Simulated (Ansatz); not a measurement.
System: sum formula HSO$_{2}$ (charge +1, singlet). It need not be the lowest isomer of its formula. 
Coordinates optimised at B3LYP-D3(BJ)/def2-TZVP (Ansatz, a program for electronic structure):
SMILES: [O-][S+]=[OH+]
```xyz
4

S     -0.2189    -0.1062     0.3686
O      0.2305     1.2570    -0.1662
O      0.1174    -1.2118    -0.4434
H      0.7201     1.3382    -1.0208
```
Charge +1, spin multiplicity 1.

Basis-set convergence of Hartree-Fock and CCSD(T) correlation energies (hartree) with Ansatz. Cores are frozen in the correlated levels unless marked. Spin-orbit coupling is left out. Non-relativistic.

The Hartree-Fock reference is unstable (checked in the largest basis), which strains HF and MP2. 

```
basis        functions       E(HF)  E(corr, CCSD(T))  rough core time
-----------  ---------  ----------  ----------------  ---------------
cc-pV(D+d)Z         56  -547.47197          -0.54454       under 20 s
cc-pV(T+d)Z        113  -547.56194          -0.68229       under 20 s
cc-pV(Q+d)Z        204  -547.57878          -0.72976             50 s
```

Extrapolating the two largest sets (X = 3 and 4) as X^-3: E(corr) = (64·(-0.72976) - 27·(-0.68229))/37 = -0.7644 Eh, an estimate of the basis-set limit. The largest set recovers 95.5 % of it, the smallest 71.2 %.
